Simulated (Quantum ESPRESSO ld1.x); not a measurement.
Task: These are the eigenvalues of the occupied orbitals of an atom or ion with whole-number occupations (Ry). All-electron calculation, scalar-relativistic Kohn-Sham, LDA (Slater exchange, Perdew-Wang correlation), spin-polarised, spherical densities, point nucleus. Program: ld1.x of Quantum ESPRESSO 7.5.

| orbital | eigenvalue |
|---|---|
| 1s up | -649.236 |
| 1s down | -649.233 |
| 2s down | -77.9332 |
| 2s up | -77.9313 |
| 2p down | -67.3513 |
| 2p up | -67.3503 |
| 3s down | -8.38603 |
| 3s up | -8.38405 |
| 3p down | -5.28980 |
| 3p up | -5.28906 |
| 3d up | -0.39214 |
| 3d down | -0.38083 |
| 4s up | -0.38067 |

Which element is it, and in what charge state? The configuration may be excited. Open shells, if any, are filled with parallel spins first.

Result: Z = 29, copper, charge 0: Cu in [Ar] 3d10 4s1. The list shows which subshells hold electrons but not how many an open one holds; the 1s level, -324.62 hartree, gives Z - s = 25.5 by -(Z - s)^2/2, which with screening and relativity narrows Z to a few neighbours, and the depths of the outer levels then fix element, charge and occupations together.
